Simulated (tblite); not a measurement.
A tight-binding relaxation on `CC1=CC(F)=C2CC2=C1`.

Computed with GFN2-xTB geometry optimisation, gas phase (tblite 0.8.0). Start geometry: from a force field or distance geometry. The input is one job of a driver script: a line of settings, then coordinates in Å.

Command:
```bash
OMP_NUM_THREADS=1 python probes_run.py task.json out
```

Input:
```
{"job": {"kind": "relax", "xc": "GFN2-xTB", "basis": "xTB"}, "charge": 0, "multiplicity": 1}
C     -2.465200    -0.218500    -0.154700
C     -1.017400     0.035700    -0.081200
C     -0.441100     1.284300    -0.103300
C      0.933200     1.487200    -0.034800
F      1.461600     2.723400    -0.055600
C      1.745700     0.369100     0.089000
C      1.166500    -0.854100     0.119900
C     -0.192500    -1.075700     0.050600
C      2.655500    -0.821700     0.220600
H     -2.693000    -1.149900     0.427900
H     -3.005100     0.645800     0.298400
H     -2.713100    -0.363800    -1.223100
H     -1.099000     2.168400    -0.189700
H     -0.620300    -2.084400     0.073300
H      3.096700    -1.015300     1.229200
H      3.179900    -1.121700    -0.677700
```

Q: Estimate the output.

A: 
```
step      E/eV     max force
  0    -689.18986    1.927
  1    -689.33873    1.270
  2    -689.39648    0.636
  3    -689.43323    0.473
  4    -689.45059    0.360
  5    -689.45524    0.240
  6    -689.45977    0.208
  7    -689.46322    0.144
  8    -689.46513    0.107
  9    -689.46742    0.105
... (7 lines left out)
 17    -689.47787    0.056
 18    -689.47828    0.044
 19    -689.47851    0.048
 20    -689.47866    0.038
 21    -689.47878    0.026
 22    -689.47886    0.021
 23    -689.47891    0.015
 24    -689.47894    0.013
 25    -689.47896    0.011
 26    -689.47898    0.009
```

«max force» is the largest atomic force in eV/Å.

Q: From which step on does the largest force stay under 0.1 eV/Å, and how much energy is left to gain from there?

A: From step 12 (0.091 eV/Å), 5.2 meV above the end.

In short: energy lowered by 6.7 kcal/mol over 26 steps; largest atomic force 0.009 eV/Å at the end.

Q: Give the final coordinates.

A: 0.066 Å rms from the input after alignment:
```
atom  x, y, z in Å
C1    -2.4690   -0.1873   -0.1493
C2    -0.9828   -0.0149   -0.0524
C3    -0.4332    1.2558   -0.0924
C4     0.9540    1.4787   -0.0225
F5     1.4302    2.7428   -0.0634
C6     1.7173    0.3706    0.0856
C7     1.1597   -0.8938    0.1215
C8    -0.1646   -1.1660    0.0589
C9     2.6396   -0.7923    0.2140
H10   -2.7909   -1.0703    0.3972
H11   -2.9899    0.6811    0.2448
H12   -2.7616   -0.3125   -1.1921
H13   -1.0792    2.1160   -0.1784
H14   -0.5996   -2.1532    0.0894
H15    3.1200   -0.9711    1.1695
H16    3.2423   -1.0747   -0.6418
```

Run on Arm Neoverse N1, one thread, on a shared host.
Labels such as C1 count atoms from 1, the log's own numbers from 0.
